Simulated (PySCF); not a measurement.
Species: C7H6ClN.
Structure used (GFN2-xTB), in Å, numbered top down from 1:
```xyz
15
C7H6ClN angstrom
N     -2.659   -1.546   -0.065
C     -2.108   -0.420   -0.167
C     -0.682   -0.074   -0.063
C      0.283   -1.053    0.179
C      1.624   -0.739    0.276
C      2.035    0.576    0.133
C      1.102    1.569   -0.107
C     -0.242    1.247   -0.204
Cl    -1.361    2.532   -0.504
H     -2.033   -2.330    0.115
H     -2.776    0.414   -0.359
H     -0.028   -2.082    0.292
H      2.349   -1.516    0.463
H      3.080    0.832    0.208
H      1.413    2.596   -0.221
```

The closed-shell SCF was solved with PySCF and density fitting under several settings on one GFN2-xTB geometry (grid level 2 and gas phase unless stated).

| settings | basis functions | SCF cycles | E (Eh) | HOMO (eV) | LUMO (eV) | dipole (D) |
| --- | --- | --- | --- | --- | --- | --- |
| PBE0/pcSseg-1 | 190 | 14 | -784.6914 | -7.48 | -1.77 | 3.62 |
| PBE0/def2-SVPD | 235 | 14 | -784.3977 | -7.49 | -1.85 | 3.62 |
| HF/def2-SVPD | 235 | 13 | -782.1294 | -9.48 | 1.69 | 3.90 |

Estimate the rows for these settings: (1) BHandHLYP/pcSseg-1; (2) PBE0/def2-SVPD, start guess sap.

```tsv
settings	basis functions	SCF cycles	E (Eh)	HOMO (eV)	LUMO (eV)	dipole (D)
BHandHLYP/pcSseg-1	190	13	-785.0215	-8.30	-0.72	3.75
PBE0/def2-SVPD, start guess sap	235	18	-784.3977	-7.49	-1.85	3.62
```

Over all rows, what range does the HOMO–LUMO gap span?

From 5.64 eV to 11.17 eV.

And the dipole moment?

From 3.62 D to 3.90 D; the largest is 1.08 times the smallest, and the median is 3.62 D.

Compare two rows with the functional PBE0: PBE0/pcSseg-1 and PBE0/def2-SVPD. Which energy is lower, and by how much?

PBE0/pcSseg-1 (190 functions) lies 0.2937 Eh or 184 kcal/mol below PBE0/def2-SVPD (235 functions). The smaller set gives the lower energy; the two sets aren't nested, so the variational bound doesn't order them by size.

Cycle counts include a coarse-grid stage where the run had one.

One conformer stands for the species.
